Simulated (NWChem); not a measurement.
System: SiHOClF2; SMILES O[Si](F)(F)Cl

```xyz
6

O      1.3247    -0.9577     0.7253
Si     0.0059    -0.3443     0.0051
F     -1.3408    -0.8112     0.7335
F     -0.0294    -0.9182    -1.4821
Cl     0.0023     1.6851    -0.0416
H      1.6127    -0.6013     1.5703
```
Atoms are numbered in this order, from 1.

Computed with NWChem. Structure relaxed at the PBE0/def2-SVP level. Vertical excitations in the gas phase.

Problem. Predict the results for B3LYP/def2-SVP, TDA. Quantities: lowest excitation, singlet (eV); oscillator strength of that lowest state; lowest state with f > 0.02, singlet (eV); oscillator strength of that bright state; orbital gap (eV).

Solution. 
- lowest excitation, singlet (eV): 8.41
- oscillator strength of that lowest state: 0.018
- lowest state with f > 0.02, singlet (eV): 9.15
- oscillator strength of that bright state: 0.046
- orbital gap (eV): 9.57
